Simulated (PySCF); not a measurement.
**Strontium: a sound run and one with changed settings**

Sound run: Sr²⁺ [Kr], Sr³⁺ [Ar] 3d10 4s2 4p5. Calculation: PySCF 2.14, in cc-pVDZ-X2C (6s5p3d, 36 functions); scalar relativity by spin-free X2C-1e. The sound run starts from symmetry-adapted Hartree-Fock orbitals and uses a fine grid where one is needed.

Changed run: radial step 0.8 in ln r (0.13 in the sound run). This setting is unsound on purpose.

```json
{"species": "Sr²⁺", "method": "UHF", "sound run (hartree)": "-3176.78655", "changed run (hartree)": "-3176.78655", "converged": "yes"}
{"species": "Sr²⁺", "method": "PBE", "sound run (hartree)": "-3178.25587", "changed run (hartree)": "-3177.26275", "converged": "yes"}
{"species": "Sr²⁺", "method": "BP86", "sound run (hartree)": "-3179.02044", "changed run (hartree)": "-3178.01367", "converged": "yes"}
{"species": "Sr³⁺", "method": "UHF", "sound run (hartree)": "-3175.22127", "changed run (hartree)": "-3175.22127", "converged": "yes"}
{"species": "Sr³⁺", "method": "PBE", "sound run (hartree)": "-3176.65361", "changed run (hartree)": "-3175.64975", "converged": "yes"}
{"species": "Sr³⁺", "method": "BP86", "sound run (hartree)": "-3177.41339", "changed run (hartree)": "-3176.39283", "converged": "yes"}
```

Ionisation energy of Sr²⁺:

| method | sound run (eV) | changed run (eV) |
| --- | --- | --- |
| UHF | 42.594 | 42.594 |
| PBE | 43.600 | 43.892 |
| BP86 | 43.730 | 44.105 |

A coarse radial grid mis-integrates the density and the exchange-correlation energy, with errors of either sign; Hartree-Fock needs no grid.

For comparison, NIST gives 42.884 eV between the lowest levels.
